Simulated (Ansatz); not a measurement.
A short molecular-dynamics run on GaH$_{7}$SSi$_{2}$ (`[SiH3][SiH2][S][GaH2]`).

```yaml
crystal:
  periodic: [false, false, false]
  atoms:
    - {symbol: Si, position_ang: [-1.392124, 0.971898, 0.041430]}
    - {symbol: Si, position_ang: [-0.071225, -0.443481, 1.372905]}
    - {symbol: S, position_ang: [1.987484, -0.503831, 0.772142]}
    - {symbol: Ga, position_ang: [1.780333, -0.677682, -1.411617]}
    - {symbol: H, position_ang: [-2.120231, 0.217411, -1.011426]}
    - {symbol: H, position_ang: [-2.391773, 1.667247, 0.898169]}
    - {symbol: H, position_ang: [-0.527591, 1.993499, -0.610381]}
    - {symbol: H, position_ang: [-0.649719, -1.815326, 1.388250]}
    - {symbol: H, position_ang: [-0.063827, 0.059614, 2.772704]}
    - {symbol: H, position_ang: [3.114814, -0.785796, -2.208167]}
    - {symbol: H, position_ang: [0.333868, -0.683543, -2.004010]}
basis:
  gaussian: {orbitals: "6-31G*"}
hamiltonian: {xc: {name: BLYP}}
md: {timestep: 1 fs, n_steps: 50, ensemble: nve, temperature: 1000, initial_velocities: maxwell_boltzmann, seed: 585}
```

```sh
$ ansatz run in.yaml --threads 4 --pin off --events-out ev --progress --plain --max-ram 10444MiB
```

```tsv
step	time (fs)	potential energy (eV)	kinetic (eV)	T (K)	conserved (eV)
0	0.0	-79075.7022	1.1633	1000	-79074.5388
1	1.0	-79075.6543	1.1192	962	-79074.5351
2	2.0	-79075.5006	0.9714	835	-79074.5292
3	3.0	-79075.3273	0.8027	690	-79074.5246
4	4.0	-79075.2043	0.6814	586	-79074.5229
5	5.0	-79075.1600	0.6365	547	-79074.5235
6	6.0	-79075.1861	0.6609	568	-79074.5253
7	7.0	-79075.2547	0.7270	625	-79074.5277
8	8.0	-79075.3264	0.7957	684	-79074.5308
9	9.0	-79075.3548	0.8210	706	-79074.5337
10	10.0	-79075.2999	0.7656	658	-79074.5343
11	11.0	-79075.1632	0.6330	544	-79074.5302
12	12.0	-79075.0157	0.4922	423	-79074.5235
13	13.0	-79074.9615	0.4407	379	-79074.5208
14	14.0	-79075.0412	0.5161	444	-79074.5252
15	15.0	-79075.1898	0.6577	565	-79074.5322
16	16.0	-79075.2989	0.7630	656	-79074.5359
17	17.0	-79075.3052	0.7708	663	-79074.5344
18	18.0	-79075.2237	0.6938	596	-79074.5299
19	19.0	-79075.1167	0.5908	508	-79074.5259
20	20.0	-79075.0435	0.5195	447	-79074.5240
21	21.0	-79075.0331	0.5089	437	-79074.5242
22	22.0	-79075.0831	0.5574	479	-79074.5257
23	23.0	-79075.1683	0.6400	550	-79074.5283
24	24.0	-79075.2482	0.7169	616	-79074.5313
25	25.0	-79075.2801	0.7471	642	-79074.5330
26	26.0	-79075.2444	0.7132	613	-79074.5312
27	27.0	-79075.1745	0.6481	557	-79074.5264
28	28.0	-79075.1442	0.6201	533	-79074.5241
29	29.0	-79075.1877	0.6597	567	-79074.5281
30	30.0	-79075.2515	0.7188	618	-79074.5327
31	31.0	-79075.2689	0.7365	633	-79074.5324
32	32.0	-79075.2393	0.7102	610	-79074.5291
33	33.0	-79075.2051	0.6779	583	-79074.5273
34	34.0	-79075.1930	0.6656	572	-79074.5275
35	35.0	-79075.1998	0.6715	577	-79074.5283
36	36.0	-79075.2115	0.6830	587	-79074.5285
37	37.0	-79075.2216	0.6935	596	-79074.5281
38	38.0	-79075.2323	0.7041	605	-79074.5282
39	39.0	-79075.2398	0.7103	611	-79074.5295
40	40.0	-79075.2253	0.6941	597	-79074.5312
41	41.0	-79075.1680	0.6372	548	-79074.5308
42	42.0	-79075.0810	0.5543	477	-79074.5267
43	43.0	-79075.0299	0.5078	436	-79074.5222
44	44.0	-79075.0792	0.5555	477	-79074.5237
45	45.0	-79075.2053	0.6748	580	-79074.5305
46	46.0	-79075.3085	0.7730	664	-79074.5355
47	47.0	-79075.3102	0.7748	666	-79074.5354
48	48.0	-79075.2096	0.6786	583	-79074.5310
49	49.0	-79075.0728	0.5476	471	-79074.5252
50	50.0	-79074.9874	0.4656	400	-79074.5218
```

Velocities are drawn at the set temperature; a run this short doesn't reach equilibrium.

Frames (Å, forces in eV/Å):

```xyz
11
time=0.0 fs
Si   -1.392    0.972    0.041   -0.087    0.035    0.011
Si   -0.071   -0.443    1.373   -0.409    0.032    0.146
S     1.987   -0.504    0.772    0.713   -0.012    0.345
Ga    1.780   -0.678   -1.412    0.022   -0.059   -0.420
H    -2.120    0.217   -1.011   -0.114   -0.063   -0.133
H    -2.392    1.667    0.898   -0.146    0.106    0.089
H    -0.528    1.993   -0.610    0.069    0.138   -0.079
H    -0.650   -1.815    1.388   -0.087   -0.186    0.042
H    -0.064    0.060    2.773   -0.006    0.039    0.201
H     3.115   -0.786   -2.208    0.202   -0.014   -0.103
H     0.334   -0.684   -2.004   -0.157   -0.015   -0.100
11
time=3.0 fs
Si   -1.414    0.970    0.050    0.629    1.318   -0.926
Si   -0.080   -0.436    1.372    0.252    1.579    1.550
S     2.012   -0.523    0.772   -0.004   -0.059    0.530
Ga    1.784   -0.675   -1.415   -1.878    0.108   -0.547
H    -2.042    0.143   -1.025   -0.211    0.087    0.020
H    -2.482    1.736    0.836    0.384   -0.298   -0.252
H    -0.448    2.025   -0.732   -1.027   -0.967    0.878
H    -0.693   -1.725    1.510   -0.425   -1.247   -0.083
H    -0.130    0.117    2.852    0.204   -0.313   -1.040
H     3.125   -0.786   -2.105    0.767   -0.090   -0.580
H     0.205   -0.614   -2.066    1.309   -0.119    0.452
11
time=6.0 fs
Si   -1.434    0.973    0.055    0.649    1.085   -1.498
Si   -0.089   -0.425    1.376   -0.019    0.739    1.871
S     2.037   -0.541    0.773   -0.581   -0.065    0.635
Ga    1.785   -0.672   -1.419   -1.552    0.166   -0.781
H    -1.982    0.077   -1.037   -0.238    0.303    0.266
H    -2.543    1.781    0.754    0.511   -0.443   -0.220
H    -0.449    1.981   -0.782   -1.081   -0.893    1.025
H    -0.766   -1.728    1.623    0.097   -0.354   -0.346
H    -0.179    0.150    2.850    0.375   -0.266   -1.049
H     3.194   -0.794   -2.046    0.265   -0.062   -0.430
H     0.182   -0.555   -2.093    1.575   -0.210    0.528
11
time=9.0 fs
Si   -1.453    0.978    0.057    0.293   -0.320   -1.257
Si   -0.097   -0.411    1.385   -0.323   -0.604    1.073
S     2.060   -0.561    0.775   -1.011   -0.037    0.617
Ga    1.785   -0.669   -1.425    0.086    0.088   -0.705
H    -1.942    0.035   -1.027   -0.335    0.296    0.280
H    -2.563    1.791    0.656    0.096   -0.188    0.143
H    -0.538    1.866   -0.750   -0.115    0.163    0.272
H    -0.832   -1.762    1.706    0.644    0.604   -0.628
H    -0.197    0.163    2.766    0.423    0.176    0.093
H     3.283   -0.807   -2.024   -0.595    0.008   -0.107
H     0.288   -0.513   -2.076    0.838   -0.185    0.218
11
time=12.0 fs
Si   -1.470    0.982    0.054   -0.676   -2.220    0.073
Si   -0.107   -0.399    1.398   -0.090   -1.172   -0.249
S     2.081   -0.580    0.780   -1.344   -0.003    0.489
Ga    1.784   -0.666   -1.431    2.594   -0.173    0.267
H    -1.932    0.017   -0.995   -0.460    0.052    0.024
H    -2.576    1.786    0.570   -0.455    0.193    0.512
H    -0.629    1.771   -0.702    1.634    1.832   -1.252
H    -0.845   -1.749    1.737    0.669    0.662   -0.621
H    -0.179    0.192    2.692    0.370    0.715    1.450
H     3.325   -0.819   -2.013   -0.918    0.037    0.022
H     0.456   -0.485   -2.045   -1.325    0.077   -0.715
11
time=15.0 fs
Si   -1.490    0.981    0.051    0.279   -0.963   -0.545
Si   -0.116   -0.390    1.410    0.644    0.228    0.321
S     2.098   -0.599    0.785   -1.624    0.032    0.322
Ga    1.787   -0.663   -1.436    3.046   -0.277    0.899
H    -1.960    0.004   -0.961   -0.455   -0.101   -0.208
H    -2.623    1.793    0.525   -0.248    0.095    0.479
H    -0.603    1.812   -0.741    0.536    0.763   -0.335
H    -0.804   -1.685    1.717    0.159   -0.195   -0.290
H    -0.129    0.275    2.725    0.295    0.192    0.516
H     3.292   -0.829   -2.001   -0.536   -0.004   -0.109
H     0.518   -0.451   -2.072   -2.097    0.230   -1.051
11
time=18.0 fs
Si   -1.508    0.976    0.047    0.915    0.675   -1.433
Si   -0.124   -0.381    1.423    1.586    2.101    1.112
S     2.110   -0.618    0.792   -1.825    0.092    0.163
Ga    1.793   -0.660   -1.441   -0.004    0.176    0.230
H    -2.027   -0.016   -0.943   -0.241    0.063   -0.134
H    -2.688    1.807    0.520    0.404   -0.281    0.251
H    -0.530    1.919   -0.810   -0.924   -0.687    0.842
H    -0.751   -1.641    1.672   -0.469   -1.268    0.118
H    -0.055    0.372    2.801    0.052   -0.620   -0.795
H     3.217   -0.839   -2.000    0.409   -0.113   -0.485
H     0.421   -0.402   -2.178    0.097   -0.139    0.131
11
time=21.0 fs
Si   -1.524    0.973    0.038    0.684    0.864   -1.513
Si   -0.127   -0.365    1.440    1.472    1.422    1.119
S     2.118   -0.637    0.799   -1.872    0.176   -0.029
Ga    1.800   -0.657   -1.445   -1.529    0.412   -0.091
H    -2.113   -0.029   -0.935    0.059    0.304    0.072
H    -2.721    1.799    0.538    0.647   -0.377    0.176
H    -0.529    1.973   -0.813   -1.182   -1.024    0.962
H    -0.731   -1.692    1.635   -0.164   -0.425    0.138
H     0.024    0.421    2.816   -0.182   -0.838   -0.975
H     3.174   -0.859   -2.040    0.858   -0.172   -0.663
H     0.324   -0.363   -2.277    1.209   -0.342    0.804
11
time=24.0 fs
Si   -1.538    0.972    0.025    0.204   -0.057   -0.783
Si   -0.125   -0.346    1.460    0.905   -0.450   -0.006
S     2.120   -0.655    0.806   -1.783    0.259   -0.257
Ga    1.805   -0.654   -1.450   -0.835    0.253   -0.391
H    -2.195   -0.018   -0.922    0.242    0.308    0.086
H    -2.702    1.761    0.573    0.311   -0.114    0.323
H    -0.624    1.945   -0.738   -0.462   -0.377    0.258
H    -0.724   -1.776    1.609    0.298    0.893    0.124
H     0.088    0.401    2.755   -0.219   -0.354   -0.016
H     3.196   -0.893   -2.133    0.099   -0.042   -0.230
H     0.325   -0.352   -2.311    1.240   -0.319    0.892
11
time=27.0 fs
Si   -1.551    0.971    0.010   -0.890   -2.011    0.994
Si   -0.121   -0.327    1.479    0.541   -1.652   -1.846
S     2.118   -0.673    0.812   -1.627    0.322   -0.475
Ga    1.808   -0.650   -1.455    0.664   -0.110   -0.310
H    -2.258    0.018   -0.904    0.194    0.038   -0.155
H    -2.658    1.713    0.636   -0.214    0.215    0.546
H    -0.750    1.895   -0.648    1.300    1.521   -1.281
H    -0.695   -1.791    1.595    0.298    1.138    0.206
H     0.135    0.355    2.698   -0.026    0.527    1.516
H     3.228   -0.929   -2.245   -0.633    0.120    0.321
H     0.427   -0.367   -2.270    0.394   -0.108    0.484
11
time=30.0 fs
Si   -1.566    0.965   -0.003   -0.213   -1.042    1.296
Si   -0.115   -0.313    1.493    1.030   -0.523   -1.545
S     2.111   -0.690    0.817   -1.454    0.365   -0.629
Ga    1.813   -0.646   -1.460    2.593   -0.590    0.628
H    -2.305    0.057   -0.899    0.024   -0.233   -0.404
H    -2.628    1.681    0.744   -0.135    0.124    0.347
H    -0.782    1.957   -0.653    0.770    0.942   -0.885
H    -0.643   -1.716    1.599   -0.141    0.181    0.306
H     0.177    0.345    2.754   -0.208    0.278    0.845
H     3.209   -0.957   -2.331   -0.736    0.179    0.591
H     0.554   -0.390   -2.193   -1.531    0.319   -0.550
11
time=33.0 fs
Si   -1.583    0.955   -0.012    0.821    1.131    0.704
Si   -0.105   -0.301    1.503    1.833    1.447   -0.321
S     2.100   -0.705    0.820   -1.296    0.398   -0.667
Ga    1.821   -0.644   -1.464    2.405   -0.622    0.994
H    -2.349    0.078   -0.927    0.050   -0.142   -0.264
H    -2.607    1.658    0.878    0.290   -0.201   -0.258
H    -0.753    2.093   -0.730   -0.697   -0.958    0.395
H    -0.605   -1.630    1.629   -0.716   -1.252    0.395
H     0.201    0.357    2.878   -0.524   -0.327   -0.736
H     3.130   -0.969   -2.369   -0.267    0.106    0.440
H     0.560   -0.387   -2.157   -1.899    0.422   -0.681
11
time=36.0 fs
Si   -1.596    0.949   -0.019    0.876    1.442    0.443
Si   -0.090   -0.285    1.512    1.393    0.711    0.079
S     2.086   -0.720    0.822   -1.124    0.419   -0.634
Ga    1.831   -0.642   -1.468   -0.517   -0.035    0.616
H    -2.387    0.089   -0.975    0.243    0.136    0.158
H    -2.564    1.619    0.992    0.346   -0.296   -0.633
H    -0.775    2.156   -0.780   -0.989   -1.422    0.774
H    -0.622   -1.635    1.691   -0.440   -0.542    0.232
H     0.181    0.345    2.946   -0.479   -0.344   -1.200
H     3.032   -0.974   -2.372    0.601   -0.102   -0.161
H     0.420   -0.352   -2.172    0.090    0.033    0.325
11
time=39.0 fs
Si   -1.608    0.947   -0.024    0.741    0.491    0.517
Si   -0.071   -0.266    1.520    0.261   -1.126   -0.471
S     2.069   -0.734    0.821   -0.880    0.410   -0.574
Ga    1.841   -0.639   -1.470   -2.107    0.307    0.613
H    -2.405    0.109   -1.010    0.268    0.172    0.398
H    -2.494    1.557    1.054   -0.049   -0.085   -0.476
H    -0.877    2.104   -0.766   -0.465   -0.712    0.429
H    -0.675   -1.683    1.772    0.184    0.820   -0.126
H     0.122    0.307    2.918   -0.160    0.130   -0.488
H     2.982   -0.986   -2.388    0.998   -0.221   -0.524
H     0.280   -0.312   -2.163    1.209   -0.188    0.702
11
time=42.0 fs
Si   -1.617    0.945   -0.027    0.214   -1.782    1.558
Si   -0.052   -0.252    1.527   -0.546   -2.069   -1.881
S     2.050   -0.746    0.820   -0.566    0.359   -0.463
Ga    1.848   -0.637   -1.472   -1.727    0.162    0.154
H    -2.403    0.142   -1.014   -0.001   -0.147    0.244
H    -2.429    1.489    1.079   -0.612    0.251    0.066
H    -1.013    2.001   -0.724    0.909    1.525   -0.911
H    -0.714   -1.669    1.843    0.421    1.072   -0.358
H     0.050    0.282    2.855    0.195    0.865    0.990
H     3.010   -1.015   -2.442    0.311   -0.014    0.005
H     0.239   -0.288   -2.097    1.403   -0.222    0.597
11
time=45.0 fs
Si   -1.625    0.940   -0.026    0.700   -1.518    1.723
Si   -0.033   -0.243    1.529   -0.645   -1.178   -1.660
S     2.029   -0.758    0.816   -0.218    0.267   -0.315
Ga    1.853   -0.634   -1.474   -0.546   -0.167   -0.135
H    -2.401    0.162   -0.999   -0.301   -0.502   -0.082
H    -2.415    1.440    1.106   -0.727    0.325    0.171
H    -1.082    2.015   -0.749    0.848    1.515   -0.824
H    -0.720   -1.568    1.885    0.187    0.302   -0.325
H    -0.007    0.325    2.863    0.316    0.818    0.653
H     3.065   -1.046   -2.496   -0.399    0.220    0.604
H     0.313   -0.281   -1.981    0.784   -0.083    0.189
11
time=48.0 fs
Si   -1.631    0.929   -0.019    1.241    0.775    0.695
Si   -0.017   -0.237    1.525   -0.280    1.010   -0.510
S     2.007   -0.769    0.813    0.125    0.145   -0.163
Ga    1.858   -0.632   -1.475    1.331   -0.631    0.240
H    -2.421    0.143   -0.987   -0.167   -0.382   -0.026
H    -2.458    1.417    1.143   -0.289    0.110   -0.369
H    -1.083    2.144   -0.837   -0.250   -0.711    0.654
H    -0.714   -1.446    1.901   -0.459   -1.072    0.037
H    -0.037    0.435    2.920    0.389    0.100   -0.825
H     3.089   -1.058   -2.501   -0.581    0.281    0.767
H     0.447   -0.280   -1.851   -1.061    0.374   -0.499
11
time=50.0 fs
Si   -1.633    0.923   -0.014    0.934    1.246    0.317
Si   -0.006   -0.232    1.522   -0.353    1.661   -0.117
S     1.993   -0.776    0.810    0.335    0.061   -0.083
Ga    1.862   -0.631   -1.476    2.079   -0.814    0.590
H    -2.444    0.110   -0.982    0.109   -0.110    0.193
H    -2.504    1.408    1.154    0.016   -0.018   -0.646
H    -1.090    2.209   -0.872   -0.508   -1.347    1.033
H    -0.727   -1.408    1.911   -0.570   -1.291    0.169
H    -0.039    0.517    2.927    0.417   -0.259   -1.262
H     3.079   -1.054   -2.468   -0.381    0.204    0.589
H     0.496   -0.264   -1.784   -2.078    0.668   -0.783
```

It took 26 s on 4 threads of an AMD EPYC 9R45 on a shared host, with 0.49 GiB of host memory at the peak.
